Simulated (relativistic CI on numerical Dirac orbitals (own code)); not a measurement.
Mn²⁺ in a cubic cluster: 2p photoemission with charge transfer

Computed with a charge-transfer multiplet model of a cubic metal-ligand cluster with up to one ligand hole, Slater and spin-orbit integrals from Dirac-Coulomb-Breit ions, Slater integrals scaled by 0.7. The parameters are those of a tetrahedral site (10Dq negative, t2 hopping the larger). The ground state mixes d5 with configurations of k ligand holes L, whose averages lie at kΔ + k(k − 1)U_dd/2; a core hole lowers each added d electron by U_cd. 20 K, Lorentzian 0.6 eV and Gaussian 0.8 eV FWHM.

Atomic integrals in eV (Slater integrals scaled, ζ unscaled), ground: F2dd 7.178, F4dd 4.458, zeta_d 0.037; with the core hole: F2dd 8.503, F4dd 5.322, zeta_d 0.060, zeta_core 6.788, F2cd 4.916, G1cd 3.683, G3cd 2.092.

Cluster parameters (eV): U_dd = 6.6, U_cd = 7.6, 10Dq = -0.45, 10Dq(ligand) = 0, V(eg) = 0.75, V(t2g) = -1.27, final-state hopping factor = 1.

```csv
Case,n_d,d5,d6L,S
Δ = 0.5 eV,5.28,0.72,0.28,2.50
Δ = 1.5 eV,5.21,0.79,0.21,2.50
Δ = 3.5 eV,5.13,0.87,0.13,2.50
```

Weights, n_d and S are thermal averages at 20 K. Binding energies count from the first peak over 30 % of the highest in each spectrum, which can be another peak from case to case. The parameters are a model scan and need not match a compound or its usual spin state. Peaks in eV (height, largest 100):
- Δ = 0.5 eV: 0.0 (100), 0.8 (98), 5.1 (22), 6.7 (55), 7.7 (49), 11.4 (66), 18.3 (29), 19.3 (34)
- Δ = 1.5 eV: 0.0 (100), 0.8 (94), 6.0 (61), 7.1 (51), 11.3 (63), 17.7 (30), 18.7 (35)
- Δ = 3.5 eV: 0.0 (100), 5.2 (57), 11.4 (55), 12.0 (54), 16.7 (25), 17.6 (28)

Curve for Δ = 3.5 eV (points under 2 left out, the grid thinned):

```
E (eV)  Intensity
  -3.2        2.5
  -2.6        3.7
  -2.1        5.5
  -1.5       10.9
  -0.9       34.0
  -0.4       82.1
   0.2       96.6
   0.8       87.8
   1.3       78.9
   1.9       52.5
   2.5       32.8
   3.0       25.7
   3.6       24.6
   4.2       26.9
   4.7       43.9
   5.3       56.0
   5.9       47.8
   6.4       42.2
   7.0       31.8
   7.6       18.9
   8.1       12.2
   8.7        9.5
   9.2       10.7
   9.8       16.8
  10.4       25.5
  10.9       43.2
  11.5       54.9
  12.1       54.4
  12.6       43.9
  13.2       22.9
  13.8       15.3
  14.3       12.7
  14.9        9.7
  15.5       10.9
  16.0       16.4
  16.6       25.4
  17.2       25.2
  17.7       27.9
  18.3       14.9
  18.9        5.7
  19.4        3.6
  20.0        3.5
  20.6        4.0
  21.1        3.4
  21.7        2.0
```

For the case Δ = 3.5 eV, Δ = 3.5 eV is smaller than U_dd = 6.6 eV, the charge-transfer side of the Zaanen-Sawatzky-Allen scheme. With the core hole the configuration with one ligand hole lies at Δ − U_cd = -7.1, -6.1, -4.1 eV from the one without, in the order of the table; where this is negative the screened configuration lies lower.

With at most 1 ligand hole the space is cut while the next configuration still counts, so covalency is underestimated, and a final configuration with one more ligand hole, which can lie low, is missing from the spectra.
